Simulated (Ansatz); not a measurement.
One change: `O[Si](O)(O)O[SiH2]F` becomes `O[Si](O)(O)O`.

Ansatz, PBE0-D4/def2-TZVP geometries, multiplicity 1. Each molecule was computed in one conformer, which needn't be the lowest.

```
                                          property  `O[Si](O)(O)O[SiH2]F`
               HOMO energy (B3LYP/def2-TZVPP) / eV                  -8.83
size of the dipole moment (ωB97M-V/def2-TZVPP) / D                   1.70
             HOMO–LUMO gap (B3LYP/def2-TZVPP) / eV                   8.71
                LUMO energy (PBE0/def2-TZVPP) / eV                   0.24
               HOMO–LUMO gap (PBE/def2-TZVPP) / eV                   6.80
              HOMO–LUMO gap (PBE0/def2-TZVPP) / eV                   9.29
```

Q: What does the change do to each property? (Best estimate.)

A: Computed: 
| property | `O[Si](O)(O)O` | shift |
| --- | --- | --- |
| HOMO energy (B3LYP/def2-TZVPP) / eV | -8.84 | -0.01 |
| size of the dipole moment (ωB97M-V/def2-TZVPP) / D | 0.00 | -1.70 |
| HOMO–LUMO gap (B3LYP/def2-TZVPP) / eV | 8.90 | 0.19 |
| LUMO energy (PBE0/def2-TZVPP) / eV | 0.47 | 0.23 |
| HOMO–LUMO gap (PBE/def2-TZVPP) / eV | 6.91 | 0.11 |
| HOMO–LUMO gap (PBE0/def2-TZVPP) / eV | 9.58 | 0.29 |

With PBE0 the HOMO falls by 0.07 eV and the LUMO rises by 0.23 eV, so the gap widens by about 0.30 eV. PBE moves the HOMO by 0.10 eV and ωB97M-V by -0.22 eV.

B3LYP here is the variant with VWN-RPA as its local correlation; programs differ in this.
